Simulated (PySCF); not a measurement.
Working out the ionisation energy of Te⁺

Te⁺ [Kr] 4d10 5s2 5p3 (4S) → Te²⁺ [Kr] 4d10 5s2 5p2 (3P). Computed with PySCF 2.14 in def2-SVP with the def2 core potential (28 electrons), with a scalar-relativistic core potential. Frozen: 4s2 4p6 4d10. Energies in hartree (1 hartree = 27.21139 eV):

| part | Te⁺ (lower) | Te²⁺ (upper) |
| --- | --- | --- |
| UHF | -266.714160 | -266.039544 |
| CCSD correlation | -0.058930 | -0.049311 |
| (T) | -0.000538 | -0.000435 |

Task: What does Hartree-Fock give?

Result: (-266.039544) − (-266.714160) = 0.674616 hartree = 18.357 eV.

Task: What do CCSD and CCSD(T) give?

Result: The CCSD correlation energies differ by 0.009619 hartree = 0.262 eV and the triples by 0.000103 hartree = 0.003 eV, so CCSD gives 18.619 eV and CCSD(T) 18.622 eV.

Reference: 18.6 ± 0.4 eV (measured; NIST Atomic Spectra Database, ionization energies), between the lowest levels; spin-orbit coupling is absent from the calculation.

A double-zeta basis recovers only part of the correlation energy.

What remains against the reference includes basis incompleteness, the frozen core and higher excitations.
